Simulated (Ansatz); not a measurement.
The cluster Cu₄Se₂. Charge 0, multiplicity 1. Geometry B3LYP-D4/def2-SVP; atoms count from 1.

Cartesian coordinates in Å:
```
Cu 0.5005 1.0248 1.0709
Cu -0.8604 0.7243 -1.0877
Cu 0.8380 -0.8422 -0.4114
Cu 1.3896 1.5431 -1.0910
Se -0.2654 -1.0777 1.8191
Se -1.6023 -1.3724 -0.2999
```

No other spin state of charge 0 was run. Another isomer (singlet) lies 0.92 eV lower at PBE0-D4/def2-TZVP; other spin states weren't run for this one.

Question: Estimate the Mulliken populations from the PBE0/def2-TZVP orbitals of Ansatz.

Answer: 
```
atom  charge (e)  d electrons
 Cu1        0.18         9.86
 Cu2        0.18         9.86
 Cu3        0.27         9.85
 Cu4       -0.15         9.90
 Se5       -0.24            –
 Se6       -0.24            –
```
Mulliken values and Mayer orders depend strongly on the basis.

Question: And the Mayer bond orders between bonded heavy atoms (over 0.3)?

Answer: Cu1–Cu4 0.46 (2.39 Å); Cu1–Se5 0.72 (2.36 Å); Cu2–Cu4 0.46 (2.39 Å); Cu2–Se6 0.72 (2.36 Å); Cu3–Cu4 0.31 (2.54 Å); Cu3–Se5 0.47 (2.50 Å); Cu3–Se6 0.47 (2.50 Å); Se5–Se6 0.95 (2.52 Å).
